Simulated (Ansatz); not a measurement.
`C[SiH](F)[SiH2]N`. Total charge 0; spin multiplicity 1. All single points use the PBE0-D4/def2-TZVP geometry. It is one conformer, not always the lowest.

```xyz
13

C    -0.170    1.699   -0.975
Si    1.029    0.302   -0.680
F     2.456    0.930   -0.270
Si    0.301   -1.133    1.032
N    -1.378   -1.436    0.747
H    -0.334    2.286   -0.069
H    -1.133    1.298   -1.306
H     0.200    2.368   -1.756
H     1.241   -0.444   -1.952
H     0.991   -2.449    0.973
H     0.632   -0.530    2.362
H    -1.814   -2.231    1.186
H    -2.021   -0.661    0.708
```

**Question.** What is the dipole moment at ωB97M-V/def2-TZVPP? (Estimate.)

**Answer.** Ansatz gave: 2.71 D, with components (-2.70, 0.00, 0.27) D in this frame, pointing from negative to positive charge.

**Question.** And with PBE, r2SCAN, B3LYP? (Estimate.)

**Answer.** The calculation gave: PBE 2.70 D, r2SCAN 2.74 D, B3LYP 2.71 D.

**Question.** Give the Mulliken charges with ωB97M-V, r2SCAN, B3LYP in def2-TZVPP. (Best estimate.)

**Answer.** The calculation gave: 
```
atom  ωB97M-V  r2SCAN  B3LYP
  C1    -0.48   -0.33  -0.41
 Si2     0.51    0.57   0.57
  F3    -0.33   -0.34  -0.34
 Si4     0.21    0.31   0.28
  N5    -0.37   -0.45  -0.40
  H6     0.13    0.08   0.11
  H7     0.12    0.08   0.10
  H8     0.13    0.09   0.11
  H9    -0.06   -0.11  -0.11
 H10    -0.03   -0.08  -0.07
 H11    -0.06   -0.11  -0.10
 H12     0.11    0.15   0.14
 H13     0.11    0.15   0.13
```

B3LYP here is the variant with VWN-RPA as its local correlation; programs differ in this.
